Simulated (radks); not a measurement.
Results of a calculation; reference values are marked as such.
All-electron atom: Hg64+ in [Ne] 3s2 3p4.

Level of theory: scalar-relativistic Kohn-Sham, r2SCAN, spin-polarised, spherical densities, finite nucleus; open shells are filled with parallel spins first (spin-orbit coupling, left out, can overturn this in heavy ions); meta-GGA in the generalised Kohn-Sham scheme; Fermi nuclear charge, rms radius 5.4648 fm (a radial shooting solver on a logarithmic mesh with Libxc functionals).

Energy parts (eV):
total: -405451.00
kinetic: 468149.63
electron-nucleus: -907104.70
Hartree: 38495.17
exchange-correlation: -4991.10

Orbitals (lengths in bohr, moments of r in powers of bohr; r(max) is where P^2 peaks):
| orbital | occ. | eigenvalue (eV) | r(max) |
|---|---|---|---|
| 1s up | 1 | -88513.34 | 0.01022 |
| 1s down | 1 | -88500.53 | 0.01022 |
| 2s up | 1 | -19858.12 | 0.05884 |
| 2s down | 1 | -19853.44 | 0.05885 |
| 2p up | 3 | -17856.69 | 0.04873 |
| 2p down | 3 | -17846.68 | 0.04876 |
| 3s up | 1 | -7909.474 | 0.1594 |
| 3s down | 1 | -7878.591 | 0.1594 |
| 3p up | 3 | -7317.813 | 0.1571 |
| 3p down | 1 | -7286.661 | 0.1572 |

The highest occupied level is 3p down at -7286.7 eV. The electron density at the nucleus is 2.498e+06 e/bohr^3 (large components only). The spin density at the nucleus is 12.7 e/bohr^3 (1s -209.9, 2s 84.4, 3s 138.2). The density falls to 0.001 e/bohr^3 at r = 0.52 bohr. Spin moment in Bohr magnetons: 2. Summed over all electrons, <r^2> = 0.2336 bohr^2, which gives a Langevin (diamagnetic) susceptibility term of -0.185 x 10^-6 cm^3/mol.
